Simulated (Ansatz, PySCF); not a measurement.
Molecule: difluoro(dimethyl)germane, C₂H₆F₂Ge, charge 0, multiplicity 1. SMILES: [CH3][Ge]([CH3])([F])[F]
Coordinates optimised at B3LYP-D3(BJ)/def2-TZVP (Ansatz, a first-principles code):
```xyz
11

C      1.7168    -0.8963    -0.2090
Ge     0.0006    -0.0193    -0.0034
C     -1.6619    -1.0085    -0.1233
F      0.0121     0.8091     1.5363
F     -0.0722     1.2792    -1.1719
H      1.7847    -1.3578    -1.1936
H      2.5071    -0.1546    -0.1049
H      1.8392    -1.6616     0.5566
H     -2.4934    -0.3207     0.0220
H     -1.7489    -1.4751    -1.1039
H     -1.6945    -1.7789     0.6463
```
Charge 0, spin multiplicity 1.

Property: vertical triplet-singlet gap, E(triplet) - E(singlet), in eV. Conventions: dispersion terms only where a functional's name holds one; open shells spin-unrestricted; six Cartesian d functions in 6-31G* and its kin unless marked 5d; each state is the SCF solution reached for its charge and spin; frozen cores in correlated levels (noble-gas shells and the d and f shells of earlier blocks); LANL2DZ with its own core potentials from Na on; spin-orbit terms left out; non-relativistic. First-principles rows: single points at B3LYP-D3(BJ) geometries (Ansatz). Levels can end on unlike triplets.

```csv
level,program,"vertical triplet-singlet gap, E(triplet) - E(singlet) (eV)"
HF/6-31G*,Ansatz,8.81
HF/6-31G* with LANL2DZ past Ar,Ansatz,9.16
PBE/6-31G*,Ansatz,7.14
PBE/6-31G* with LANL2DZ past Ar,Ansatz,7.58
B3LYP/STO-3G,Ansatz,7.88
B3LYP/3-21G,Ansatz,7.79
B3LYP/6-31G*,Ansatz,7.59
B3LYP/6-31G* with LANL2DZ past Ar,Ansatz,8.12
M06-2X/6-31G* with LANL2DZ past Ar (5d),PySCF,8.74
MP2/6-31G*,Ansatz,8.61
MP2/6-31G* with LANL2DZ past Ar,Ansatz,9.08
PBE0/def2-TZVPD,Ansatz,7.35
wB97M-V/def2-TZVPD,Ansatz,7.75
```

No value to compare with is used here. The 11 habitual levels span 7.14 (PBE/6-31G*) to 9.16 eV (HF/6-31G* with LANL2DZ past Ar); wB97M-V/def2-TZVPD gives 7.75.

The levels are drawn from those run, B3LYP/6-31G* more often than the rest, none by its result; left out are runs that failed, that the program found above a lower state of the same kind, or whose <S^2> lies over 0.5 above the pure value.
